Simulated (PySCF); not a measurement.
H4NSi, doublet, at a GFN2-xTB geometry.

Here is a job for PySCF.
```python
from pyscf import gto, scf, dft

mol = gto.Mole()
mol.atom = '''
    N     1.07284404   -0.47233394   -0.03757332
    Si   -0.46623376    0.17659403    0.02505938
    H     1.90814349    0.00985181   -0.32564380
    H    -0.91969709   -0.03779712    1.41254787
    H    -1.29533293   -0.71428448   -0.80899513
    H    -0.67574904    1.57625096   -0.36572701
'''
mol.basis = 'def2-tzvp'
mol.spin = 1
mol.verbose = 4
mol.symmetry = True
mol.build()

mf = dft.UKS(mol)
mf.xc = 'r2scan'
mf = mf.density_fit(auxbasis='def2-universal-jkfit')
mf.kernel()
mf.analyze()
```

Question: Predict the number of basis functions from DF-R2SCAN/def2-TZVP run with PySCF.

Answer: 92

Question: What total energy does DF-R2SCAN/def2-TZVP give?

Answer: -346.5551 Eh

Question: Predict the nuclear repulsion energy from DF-R2SCAN/def2-TZVP.

Answer: 58.3575 Eh

Question: What HOMO energy does DF-R2SCAN/def2-TZVP give?

Answer: -6.74 eV

Question: Estimate the dipole moment that DF-R2SCAN/def2-TZVP returns for this input.

Answer: 1.35 D

These values belong to the state on which the SCF converged, which isn't shown to be the lowest.
